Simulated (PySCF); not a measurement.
Si(NCO)4 (C₄N₄O₄Si), SMILES O=C=N[Si](N=C=O)(N=C=O)N=C=O.

Geometry optimised at B3LYP-D3(BJ)/def2-SVP. The isomer is the one that the SMILES or the coordinates give; other isomers of the formula were not compared. The values are those of a single conformer.

These are B3LYP-D3(BJ)/def2-SVP in PySCF values and carry that method's errors.

Frequencies are harmonic and unscaled.

Modes within 1.5 cm⁻¹ of each other (mostly degenerate sets) share a row, with their intensities summed.

| mode | ν (cm⁻¹) | IR (km/mol) | moving atoms (share of kinetic energy) |
|---|---|---|---|
| 1–2 | 24 | 0.0 | O 83 %, C 17 % |
| 3–5 | 31 | 1.1 | O 68 %, N 16 %, C 9 % |
| 6–8 | 65 | 0.0 | N 78 %, O 19 % |
| 9–10 | 254 | 0.0 | N 86 %, C 12 % |
| 11–13 | 317 | 100.8 | N 63 %, C 17 %, O 14 % |
| 14 | 442 | 0.0 | O 49 %, C 29 %, N 22 % |
| 15–17 | 613 | 0.0 | C 73 %, O 15 %, N 12 % |
| 18–22 | 620 | 201.2 | C 71 %, O 15 %, N 14 % |
| 23–25 | 699 | 1307.3 | Si 69 %, O 21 % |
| 26 | 1547 | 0.0 | N 58 %, O 40 % |
| 27–29 | 1550 | 319.5 | N 57 %, O 38 % |
| 30–32 | 2442 | 6906.5 | C 70 %, N 18 %, O 12 % |
| 33 | 2513 | 0.0 | C 68 %, N 20 %, O 12 % |
